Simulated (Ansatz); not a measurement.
```yaml
crystal:
  periodic: [false, false, false]
  atoms:
    - {symbol: C, position_ang: [2.871556, 1.551472, 0.601836]}
    - {symbol: C, position_ang: [2.162689, 0.207287, 0.710291]}
    - {symbol: N, position_ang: [0.799506, 0.325929, 1.251838]}
    - {symbol: C, position_ang: [0.325314, -0.202701, 2.436685]}
    - {symbol: C, position_ang: [-1.039547, -0.030977, 2.438341]}
    - {symbol: N, position_ang: [-1.368942, 0.603856, 1.255844]}
    - {symbol: C, position_ang: [-2.708998, 0.828656, 0.717946]}
    - {symbol: C, position_ang: [-0.243761, 0.792614, 0.543226]}
    - {symbol: H, position_ang: [3.892824, 1.396872, 0.201641]}
    - {symbol: H, position_ang: [2.956563, 2.062411, 1.583155]}
    - {symbol: H, position_ang: [2.341574, 2.222749, -0.103684]}
    - {symbol: H, position_ang: [2.034569, -0.263802, -0.292701]}
    - {symbol: H, position_ang: [2.704723, -0.489016, 1.379524]}
    - {symbol: H, position_ang: [0.989082, -0.667087, 3.171140]}
    - {symbol: H, position_ang: [-1.795940, -0.314661, 3.175249]}
    - {symbol: H, position_ang: [-2.679919, 0.519420, -0.352880]}
    - {symbol: H, position_ang: [-2.992011, 1.895681, 0.810249]}
    - {symbol: H, position_ang: [-3.424559, 0.205766, 1.283718]}
    - {symbol: H, position_ang: [-0.203438, 1.169689, -0.486834]}
    - {symbol: C, position_ang: [-0.675495, -2.063629, -3.253707]}
    - {symbol: S, position_ang: [-0.485553, -0.929399, -1.856378]}
    - {symbol: O, position_ang: [-1.574023, 0.110243, -2.034678]}
    - {symbol: O, position_ang: [-0.647995, -1.758693, -0.612819]}
    - {symbol: O, position_ang: [0.896849, -0.332082, -2.009702]}
    - {symbol: H, position_ang: [-0.562403, -1.483245, -4.187607]}
    - {symbol: H, position_ang: [0.109002, -2.839018, -3.176088]}
    - {symbol: H, position_ang: [-1.681658, -2.518316, -3.193605]}
basis:
  gaussian: {orbitals: def2-TZVP}
magnetization: {spin_polarized: true, initial_magnetization: 2}
hamiltonian: {xc: pbe0, dispersion: d4}
scf: {omitted_lower_state_checks: [starts]}
output: {orbitals: {seedname: orbitals}}
```

```sh
$ ansatz run in.yaml --threads 4 --pin off --events-out ev --progress --plain --max-ram 6963MiB
```

Question: Does this run fit into the memory that it is given?

Answer: No. It has 493 basis functions, and Ansatz plans for 8 GiB where 7 GiB are given.
